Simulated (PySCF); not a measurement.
A calculated (PBE0, PySCF 2.14, aug-cc-pVTZ-DK, the spin-free X2C one-electron Hamiltonian (Gaussian nucleus)) atom or ion has these occupied shells.

| shell | electrons | orbital energy (eV) | rms radius, mean of both spins (bohr) |
| --- | --- | --- | --- |
| 1s α | 1 | -7076.0 | 0.0675 |
| 1s β | 1 | -7076.0 | 0.0675 |
| 2s α | 1 | -874.34 | 0.289 |
| 2s β | 1 | -871.28 | 0.289 |
| 2p α | 3 | -749.71 | 0.261 |
| 2p β | 3 | -747.10 | 0.261 |
| 3s α | 1 | -139.84 | 0.864 |
| 3s β | 1 | -132.30 | 0.864 |
| 3p α | 3 | -104.28 | 0.918 |
| 3p β | 3 | -96.159 | 0.918 |
| 3d α | 5 | -48.101 | 1.09 |

**Question.** Name the element and its charge.

**Answer.** Fe³⁺ (iron, charge +3), in [Ar] 3d5, high-spin 6S determinant.
